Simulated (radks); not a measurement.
Trend from Ni to Pt: ionisation energy by Delta-SCF between NIST ground configurations, and size. Calculated with a radial shooting solver on a logarithmic mesh with Libxc functionals: non-relativistic Kohn-Sham, BLYP, spin-polarised, spherical densities, point nucleus; open shells are filled with parallel spins first (spin-orbit coupling, left out, can overturn this in heavy ions).

species,configuration,configuration of the ion,IE (eV),NIST (eV),kind,-e(HOMO) (eV),outermost,<r> outermost (bohr)
Ni,[Ar] 3d8 4s2,[Ar] 3d9,6.656,7.640,exp.,5.328 (4s),4s,2.88
Pd,[Kr] 4d10,[Kr] 4d9,9.056,8.337,exp.,4.091 (4d),4d,1.58
Pt,[Xe] 4f14 5d9 6s1,[Xe] 4f14 5d9,7.480,8.959,exp.,4.382 (6s),6s,3.37

Reference values: NIST Atomic Spectra Database (exp. = measured, semi-emp. = semi-empirical, theory = theoretical value adopted there). Relativity is left out here, which matters for elements this heavy. Open shells are spherical and high-spin; term and fine-structure splittings are not resolved.
